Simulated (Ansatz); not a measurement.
**Redistribution: CBrCl2F + C4H10 → C2H3Cl2F + C3H7Br**

Gas-phase species: CBrCl2F (bromodichlorofluoromethane) `FC(Cl)(Cl)Br`, singlet; C4H10 (isobutane) `CC(C)C`, singlet; C2H3Cl2F (1,1-dichloro-1-fluoroethane) `CC(F)(Cl)Cl`, singlet; C3H7Br (2-bromopropane) `CC(C)Br`, singlet. The partners trade Br for CH3; both sit on C, so the bond types are kept.

Shapes, held fixed at every level: PBE0-D4/def2-TZVP. Programs: Ansatz 0.2.0. The zero-point and thermal change to 298 K, harmonic and unscaled (PBE0-D4/def2-TZVP), is +2.0 kJ/mol.

(1) Estimate ΔH(298 K) of this reaction.

Answers

(1) The highest level, CCSD(T)/def2-TZVPP, gives ΔH(298 K) = -67.1 kJ/mol; the levels span -86.4 to -57.0. The column of differences is taken from that level and isn't an error. No measured value is set beside it here. Relativity is left out for Br. Outer-core shells of Br are correlated, in sets that cover them unevenly.

```json
{"level": "HF/def2-SVP", "kind": "Hartree–Fock", "ΔH(298 K) (kJ/mol)": "-86.4", "less CCSD(T)/def2-TZVPP": "-19.3"}
{"level": "HF/def2-TZVPP", "kind": "Hartree–Fock", "ΔH(298 K) (kJ/mol)": "-83.0", "less CCSD(T)/def2-TZVPP": "-15.9"}
{"level": "SPW92/def2-TZVPP", "kind": "LDA", "ΔH(298 K) (kJ/mol)": "-57.0", "less CCSD(T)/def2-TZVPP": "+10.1"}
{"level": "r2SCAN-D4/def2-TZVPP", "kind": "meta-GGA", "ΔH(298 K) (kJ/mol)": "-64.3", "less CCSD(T)/def2-TZVPP": "+2.8"}
{"level": "B3LYP-D4/def2-TZVPP", "kind": "global hybrid", "ΔH(298 K) (kJ/mol)": "-63.0", "less CCSD(T)/def2-TZVPP": "+4.1"}
{"level": "wB97M-V/def2-TZVPP", "kind": "range-separated hybrid", "ΔH(298 K) (kJ/mol)": "-64.2", "less CCSD(T)/def2-TZVPP": "+2.9"}
{"level": "MP2/def2-SVP", "kind": "perturbation theory", "ΔH(298 K) (kJ/mol)": "-64.8", "less CCSD(T)/def2-TZVPP": "+2.3"}
{"level": "CCSD(T)/def2-TZVPP", "kind": "coupled cluster or CI", "ΔH(298 K) (kJ/mol)": "-67.1", "less CCSD(T)/def2-TZVPP": "0.0"}
```
